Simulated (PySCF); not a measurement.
## Electric field gradients and quadrupole coupling constants

Triethylenediamine, C6H12N2.
Z-matrix (Å and degrees, PBE0-D3(BJ)/def2-SVP geometry), rows numbered from 1:
```
C 
C   1  1.5562
N   2  1.4565  1  109.62
C   3  1.4563  2  109.33  1    59.78
C   4  1.5563  3  109.61  2   -59.88
N   5  1.4564  4  109.64  3     0.11
C   6  1.4564  1  109.32  2    59.79
C   3  1.4564  2  109.34  1   -59.85
H   1  1.1021  2  111.64  3   120.25
H   1  1.1022  2  111.63  3  -120.07
H   2  1.1022  1  111.64  3   120.17
H   2  1.1022  1  111.63  3  -120.15
H   4  1.1022  3  108.44  2   178.02
H   4  1.1022  3  108.43  2    62.20
H   5  1.1022  4  111.63  3  -120.04
H   5  1.1022  4  111.63  3   120.28
H   7  1.1022  6  108.44  1   177.98
H   7  1.1022  6  108.41  1    62.17
H   8  1.1022  3  108.43  2   -62.36
H   8  1.1021  3  108.41  2  -178.19
```

Field gradients from the PBE0/pcSseg-1 density (PySCF, non-relativistic), principal values in atomic units, ordered |Vxx| ≤ |Vyy| ≤ |Vzz|:

```
atom     Vxx     Vyy      Vzz
  N3  0.6085  0.6090  -1.2175
  N6  0.6086  0.6088  -1.2174
```

Question: Find the asymmetry η = (Vxx − Vyy)/Vzz and the couplings χ = eQV/h (234.96 MHz × Q in barn × V in au), with Q(14N) = 0.02044 b.

Answer: 
| atom | environment | nucleus | η | χzz (MHz) | χxx (MHz) | χyy (MHz) |
| --- | --- | --- | --- | --- | --- | --- |
| N3 | tertiary amine nitrogen | 14N | 0.00 | -5.85 | 2.92 | 2.92 |
| N6 | tertiary amine nitrogen | 14N | 0.00 | -5.85 | 2.92 | 2.92 |

The gradient is axial or nearly so (η below 0.05) at N3 and N6. 

Question: What is Vzz at N3 in SI units (1 au = 9.71736 × 10²¹ V/m²)?

Answer: -1.2175 au = -11.831 × 10²¹ V/m².

Geometry: PBE0-D3(BJ)/def2-SVP; no solvent, vibrations or thermal averaging. With a basis this small, the couplings can be 20 % off.
